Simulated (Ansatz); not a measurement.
Coupled-cluster run, AlH4NOSn (`[OH][SnH]1[NH][AlH]1`).

```yaml
crystal:
  periodic: [false, false, false]
  atoms:
    - {symbol: O, position_ang: [-0.363253, 1.806316, -1.444224]}
    - {symbol: Sn, position_ang: [0.043795, 0.993054, 0.313411]}
    - {symbol: N, position_ang: [0.760307, -0.990018, 0.033684]}
    - {symbol: Al, position_ang: [-0.646593, -1.363619, 0.986000]}
    - {symbol: H, position_ang: [-1.052362, 1.333595, -1.916467]}
    - {symbol: H, position_ang: [1.277831, 2.077655, 0.796197]}
    - {symbol: H, position_ang: [1.563805, -1.373812, -0.441243]}
    - {symbol: H, position_ang: [-1.491530, -2.540172, 1.616842]}
basis:
  gaussian: {orbitals: def2-TZVPP}
correlation: {method: ccsd_t}
output: {orbitals: {seedname: orbitals}}
```

```sh
$ ansatz run in.yaml --threads 2 --pin off --events-out ev --progress --plain --max-ram 4352MiB
```

Log, shortened:

```
Functional definition: HF
1431 factors; integrals over basis functions are off by at most 1.1e-3 eV
mean field evaluation 1: about -15964.7428 eV, gradient 6.0e1 eV
mean field evaluation 2: about -15964.9212 eV, gradient 6.0e1 eV
mean field evaluation 4: about -15972.3967 eV, gradient 4.3e0 eV
mean field evaluation 8: about -15972.5169 eV, gradient 6.2e-1 eV
mean field evaluation 16: about -15972.5193 eV, gradient 1.9e-6 eV
mean field -15972.51925980 eV, -586.9792562351 hartree, gradient 1.8e-6 eV, S^2 0.000000; 0 other end points of the search recorded, 0 dependent functions left out
11 core orbitals not correlated: weight in the atoms' cores, before any rotation towards them, 1.000 or more for the frozen orbitals, at most 0.000 for the correlated occupied ones
reference -15972.51925980 eV, -586.9792562351 hartree; 16, 16 occupied and 183, 183 virtual orbitals, 1431 factors
second order -23.39829786 eV of doubles, -0.00000000 eV of singles
cycle   1  -22.83217894 eV  change    5.7e-1 eV  update   1.3e-1
cycle   2  -23.46953633 eV  change   -6.4e-1 eV  update   4.4e-2
cycle   3  -23.63746313 eV  change   -1.7e-1 eV  update   2.5e-2
cycle   4  -23.62162786 eV  change    1.6e-2 eV  update   7.4e-3
cycle   5  -23.61636276 eV  change    5.3e-3 eV  update   3.7e-3
cycle   6  -23.61819522 eV  change   -1.8e-3 eV  update   1.6e-3
cycle   7  -23.61821371 eV  change   -1.8e-5 eV  update   6.0e-4
cycle   8  -23.61785550 eV  change    3.6e-4 eV  update   2.6e-4
cycle   9  -23.61786900 eV  change   -1.4e-5 eV  update   1.1e-4
cycle  10  -23.61797407 eV  change   -1.1e-4 eV  update   4.2e-5
cycle  11  -23.61790282 eV  change    7.1e-5 eV  update   2.0e-5
cycle  12  -23.61791418 eV  change   -1.1e-5 eV  update   7.9e-6
perturbative correction -0.93307851 eV, -0.0342900028 hartree
Total energy: -15997.07025249 eV, -587.8814885754 hartree
```

Hardware: 2 threads of an Arm Neoverse V1 on a shared host. Wall time 2.8 min, peak host memory 3.1 GiB.

The correlation energy is -24.551 eV, 3.8 % of it from (T); the T1 diagnostic reads 0.0167.
